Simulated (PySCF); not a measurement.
Te(I)(SMe) (CH3ISTe), SMILES CS[Te]I.

Coordinates come from a B3LYP-D3(BJ)/def2-SVP optimisation. This is a generated structure with no PubChem entry under its InChIKey; it may be hypothetical. The def2 effective core potentials stand for the cores of I, Te; spin–orbit coupling is left out. Other conformers were not sampled.

Two levels are set side by side: PBE/def2-TZVP (PySCF) and PBE0/def2-TZVP (PySCF). Same geometry, gas phase. Differences are taken from unrounded values.

| quantity | PBE0 |
|---|---|
| orbital gap (eV) | 3.52 |
| highest occupied level (eV) | -6.44 |
| lowest empty level (eV) | -2.92 |
| dipole moment (D) | 2.18 |
| mean polarisability (bohr³) | 107.4 |

Task: What does PBE give, and how far is it from PBE0? (An estimate is asked for; the answer gives what the named calculation found.)

Result: 
```csv
quantity,PBE,PBE minus PBE0
orbital gap (eV),1.80,-1.72
highest occupied level (eV),-5.37,1.06
lowest empty level (eV),-3.57,-0.65
dipole moment (D),2.19,0.01
mean polarisability (bohr³),110.3,2.9
```

PBE's occupied levels lie high since its potential decays too fast outside the molecule; exact exchange lowers them and widens the gap. Differences between two approximate levels are no errors against the true value.

Rough cost on one machine, each run with all the roots and properties that it gave: PBE0 against PBE within a factor of 2.
